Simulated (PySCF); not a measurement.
C₇H₁₁NSi.
Bonds: C1–C2 (aromatic), C2–C3 (aromatic), C3–N4 (aromatic), N4–C5, C5–C6, C6–Si7, Si7–C8, N4–C9 (aromatic), C1–C9 (aromatic), C5–C8. Hydrogens: H10 on C1; H11 on C2; H12 on C3; H13 on C5; H14, H15 on C6; H16, H17 on Si7; H18, H19 on C8; H20 on C9.

The same species was optimised twice, with GFN2-xTB and with PBE0-D3(BJ)/def2-SVP (PySCF), and the same property calculations (PySCF, gas phase) were run on both structures.

```json
{"coordinate": "C1–C2 (Å)", "GFN2-xTB": "1.408", "PBE0-D3(BJ)/def2-SVP": "1.421", "change": "+0.013"}
{"coordinate": "Si7–C8 (Å)", "GFN2-xTB": "1.911", "PBE0-D3(BJ)/def2-SVP": "1.899", "change": "-0.012"}
{"coordinate": "C6–Si7 (Å)", "GFN2-xTB": "1.911", "PBE0-D3(BJ)/def2-SVP": "1.899", "change": "-0.012"}
{"coordinate": "N4–C5 (Å)", "GFN2-xTB": "1.434", "PBE0-D3(BJ)/def2-SVP": "1.445", "change": "+0.011"}
{"coordinate": "C2–C3 (Å)", "GFN2-xTB": "1.368", "PBE0-D3(BJ)/def2-SVP": "1.379", "change": "+0.011"}
{"coordinate": "N4–C9 (Å)", "GFN2-xTB": "1.359", "PBE0-D3(BJ)/def2-SVP": "1.370", "change": "+0.011"}
{"coordinate": "C1–C9 (Å)", "GFN2-xTB": "1.368", "PBE0-D3(BJ)/def2-SVP": "1.378", "change": "+0.010"}
{"coordinate": "C3–N4 (Å)", "GFN2-xTB": "1.360", "PBE0-D3(BJ)/def2-SVP": "1.370", "change": "+0.010"}
{"coordinate": "C5–C6 (Å)", "GFN2-xTB": "1.549", "PBE0-D3(BJ)/def2-SVP": "1.550", "change": "+0.001"}
{"coordinate": "C5–C8 (Å)", "GFN2-xTB": "1.548", "PBE0-D3(BJ)/def2-SVP": "1.550", "change": "+0.002"}
{"coordinate": "C5–C6–Si7 (°)", "GFN2-xTB": "91.4", "PBE0-D3(BJ)/def2-SVP": "86.8", "change": "-4.6"}
{"coordinate": "C5–C8–Si7 (°)", "GFN2-xTB": "91.4", "PBE0-D3(BJ)/def2-SVP": "86.9", "change": "-4.5"}
{"coordinate": "N4–C5–C6 (°)", "GFN2-xTB": "114.1", "PBE0-D3(BJ)/def2-SVP": "116.9", "change": "+2.8"}
{"coordinate": "N4–C5–C8 (°)", "GFN2-xTB": "114.1", "PBE0-D3(BJ)/def2-SVP": "116.8", "change": "+2.7"}
{"coordinate": "C6–Si7–C8 (°)", "GFN2-xTB": "76.6", "PBE0-D3(BJ)/def2-SVP": "77.7", "change": "+1.1"}
{"coordinate": "C5–N4–C9 (°)", "GFN2-xTB": "126.0", "PBE0-D3(BJ)/def2-SVP": "125.2", "change": "-0.8"}
{"coordinate": "C6–C5–C8 (°)", "GFN2-xTB": "99.8", "PBE0-D3(BJ)/def2-SVP": "100.4", "change": "+0.6"}
{"coordinate": "C3–N4–C9 (°)", "GFN2-xTB": "108.5", "PBE0-D3(BJ)/def2-SVP": "109.0", "change": "+0.5"}
{"coordinate": "C3–N4–C5–C6 (°)", "GFN2-xTB": "-57", "PBE0-D3(BJ)/def2-SVP": "-59", "change": "-2"}
```

Rotational constants: A = 4160, B = 793.4, C = 760.6 MHz (GFN2-xTB) against A = 4448, B = 748.2, C = 727.4 MHz (PBE0-D3(BJ)/def2-SVP). Point groups within 0.08 Å: Cs and Cs.

On the GFN2-xTB structure: HOMO (eV) -6.02 [PBE0/pcSseg-1]; LUMO (eV) 0.18 [PBE0/pcSseg-1]; dipole (D) 2.12 [PBE0/pcSseg-1]; GIAO shielding of C1/C2 (mean) (ppm) 72.6 [PBE0/pcSseg-1]; GIAO shielding of C3/C9 (mean) (ppm) 66.4 [PBE0/pcSseg-1]; GIAO shielding of N4 (ppm) 55.1 [PBE0/pcSseg-1]; GIAO shielding of C5 (ppm) 132.1 [PBE0/pcSseg-1]; GIAO shielding of C6/C8 (mean) (ppm) 163.2 [PBE0/pcSseg-1]; GIAO shielding of Si7 (ppm) 404.0 [PBE0/pcSseg-1].

**Question.** What do these properties become on the PBE0-D3(BJ)/def2-SVP structure?

**Answer.** 
```csv
property,level,on GFN2-xTB,on PBE0-D3(BJ)/def2-SVP,change
HOMO (eV),PBE0/pcSseg-1,-6.02,-6.02,0.00
LUMO (eV),PBE0/pcSseg-1,0.18,0.31,+0.13
dipole (D),PBE0/pcSseg-1,2.12,1.97,-0.15
"energy, GFN2-xTB geometry as zero (kcal/mol)",PBE0/pcSseg-1,0.0,-3.4,-3.4
GIAO shielding of C1/C2 (mean) (ppm),PBE0/pcSseg-1,72.6,70.2,-2.4
GIAO shielding of C3/C9 (mean) (ppm),PBE0/pcSseg-1,66.4,63.8,-2.6
GIAO shielding of N4 (ppm),PBE0/pcSseg-1,55.1,52.5,-2.6
GIAO shielding of C5 (ppm),PBE0/pcSseg-1,132.1,128.8,-3.3
GIAO shielding of C6/C8 (mean) (ppm),PBE0/pcSseg-1,163.2,160.8,-2.4
GIAO shielding of Si7 (ppm),PBE0/pcSseg-1,404.0,404.2,+0.2
```

The heavy atoms differ by 0.195 Å rms after alignment. Among bonds between heavy atoms C1–C2, C6–Si7 and Si7–C8 change most and about equally (-0.012 to +0.013 Å). Changes are differences of the printed values. Neither structure is proved a minimum here.

Shape of the structure used: `[cH:1]1[cH:2][cH:3][n:4]([CH:5]2[CH2:6][SiH2:7][CH2:8]2)[cH:9]1`: C3–N4–C5–C6 -59°.
